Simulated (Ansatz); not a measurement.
Ansatz (a program for electronic structure) input:

Ansatz 0.2 input:
```yaml
crystal:
  periodic: [false, false, false]
  atoms:
    - {symbol: C, position_ang: [2.66833323, 0.64000169, -0.50376979]}
    - {symbol: C, position_ang: [1.49614703, -0.14885321, 0.07224085]}
    - {symbol: C, position_ang: [0.16098951, 0.46573101, -0.34471914]}
    - {symbol: C, position_ang: [-1.06440459, -0.18465485, 0.12773369]}
    - {symbol: O, position_ang: [-0.94124666, -1.35798936, 0.61776455]}
    - {symbol: C, position_ang: [-2.38068428, 0.47285149, 0.06617746]}
    - {symbol: H, position_ang: [2.65923635, 1.67618312, -0.16075641]}
    - {symbol: H, position_ang: [2.64794578, 0.64338981, -1.59512356]}
    - {symbol: H, position_ang: [3.61173823, 0.19550606, -0.19064570]}
    - {symbol: H, position_ang: [1.53937031, -1.18639894, -0.26229280]}
    - {symbol: H, position_ang: [1.55355509, -0.16711335, 1.16287367]}
    - {symbol: H, position_ang: [0.05317962, 0.46418948, -1.44495238]}
    - {symbol: H, position_ang: [0.08462130, 1.53058405, -0.09115576]}
    - {symbol: H, position_ang: [-2.43942327, 1.15065539, -0.78458676]}
    - {symbol: H, position_ang: [-2.47171302, 1.09149905, 0.96999171]}
    - {symbol: H, position_ang: [-3.20865767, -0.23656138, 0.05249095]}
    - {symbol: H, position_ang: [-1.78216476, -1.76847534, 0.89606205]}
basis:
  gaussian:
    orbitals: def2-TZVP
hamiltonian:
  xc: b3lyp
  dispersion: d3bj
total_charge: 1
phonons: {temperatures: {t_min: 298.15, t_max: 298.15, t_step: 100}}
```

**Question.** Predict the final energy.

**Answer.** -272.24351 Eh (B3LYP-D3(BJ)/def2-TZVP). The basis has 252 functions.

It need not be the lowest isomer of its formula.
